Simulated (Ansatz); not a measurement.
One change: `C[O][Sn][Br]` becomes `C[O][Sn][S]C`.

Ansatz, PBE0-D4/def2-TZVP geometries, multiplicity 1. Each molecule was computed in one conformer, which needn't be the lowest.

Elements past krypton have def2 core potentials. Scalar relativity is left out up to krypton.

```tsv
property	`C[O][Sn][Br]`
LUMO energy (PBE/def2-TZVPP) / eV	-3.17
LUMO energy (B3LYP/def2-TZVPP) / eV	-2.76
HOMO energy (ωB97M-V/def2-TZVPP) / eV	-9.78
HOMO–LUMO gap (ωB97M-V/def2-TZVPP) / eV	8.95
HOMO–LUMO gap (PBE/def2-TZVPP) / eV	3.40
size of the dipole moment (PBE/def2-TZVPP) / D	1.76
```

Q: Give the same properties after the change, and the shifts. (Estimate.)

A: Ansatz gave: 
| property | `C[O][Sn][S]C` | shift |
| --- | --- | --- |
| LUMO energy (PBE/def2-TZVPP) / eV | -2.84 | 0.33 |
| LUMO energy (B3LYP/def2-TZVPP) / eV | -2.42 | 0.34 |
| HOMO energy (ωB97M-V/def2-TZVPP) / eV | -8.79 | 0.99 |
| HOMO–LUMO gap (ωB97M-V/def2-TZVPP) / eV | 8.27 | -0.68 |
| HOMO–LUMO gap (PBE/def2-TZVPP) / eV | 2.80 | -0.60 |
| size of the dipole moment (PBE/def2-TZVPP) / D | 0.72 | -1.04 |

With PBE0 the HOMO rises by 0.97 eV and the LUMO rises by 0.34 eV, so the gap narrows by about 0.63 eV. PBE moves the HOMO by 0.94 eV and ωB97M-V by 0.99 eV. Dipoles are sizes alone; their direction can turn.

B3LYP here is the variant with VWN-RPA as its local correlation; programs differ in this.

Spin–orbit coupling is left out; it splits and shifts lone-pair levels of the heavy atoms by tenths of an eV.
